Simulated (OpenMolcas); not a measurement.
An OpenMolcas run meant for Hf3+ (ANO-RCC-MB, DKH4; inactive shells 1s 2s 2p 3s 3p 3d 4s 4p 4d 4f 5s 5p; intended active space 1 electron in 5 orbitals (5d)). One step of its input:

```
&RASSCF
FileOrb=start.orb
Symmetry=1
Spin=2
nElAct=1 0 0
Inactive=15 19
Ras2=5 0
CIRoot=5 5 1
SDav=5
CIMx=300
Iter=53 100
PrWF=0.3
OrbListing=Nothing
MaxOrb=0
Atom
>>> COPY $Project.JobIph JOB001
```

Lines from the output:

```
--- SEWARD ---
Basis set label: HF.ANO-RCC...6S5P3D1F.

      Electronic valence basis set:
      ------------------
      Associated Effective Charge  72.000000 au
      Associated Actual Charge     72.000000 au
      Nuclear Model: Point charge

      Shell  nPrim  nBasis  Cartesian Spherical Contaminant
         s      24       6        X
         p      21       5        X
         d      15       3                 X
         f      11       1                 X
Relativistic=R04O02
                  Relativistic Douglas-Kroll-Hess integrals:
                    - DKH order of Hamiltonian: 4
                    - DKH order of Properties : 2
--- RASSCF ---

 Nr of active orbitals     NAC=   5
 Spin degeneracy         ISPIN=   2
 There can be no such wave function.
 ************************************************
--- Stop Module: rasscf at  /rc=_RC_INPUT_ERROR_ ---
.####################.
.# User input error #.
.####################.
```

Question: What is wrong with the input?

Answer: A keyword is misspelt. OpenMolcas reads the first four letters of a keyword, so the setting is refused or falls back to its default.
